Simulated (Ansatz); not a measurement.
Ansatz (a first-principles code) input:

Ansatz 0.2 input:
```yaml
crystal:
  periodic: [false, false, false]
  atoms:
    - {symbol: V, position_ang: [-0.00000000, -0.00000000, -1.81490819]}
    - {symbol: I, position_ang: [0.00000000, 0.00000000, 0.78760167]}
basis:
  gaussian:
    orbitals: def2-TZVP
hamiltonian:
  xc: b3lyp
  dispersion: d3bj
magnetization: {spin_polarized: true, initial_magnetization: 4}
phonons: {temperatures: {t_min: 298.15, t_max: 298.15, t_step: 100}}
```

Question: Which total energy does the run end on?

Answer: -1241.81916 Eh (B3LYP-D3(BJ)/def2-TZVP). The basis has 95 functions.

The spin state was set by rule; other spins were not relaxed.
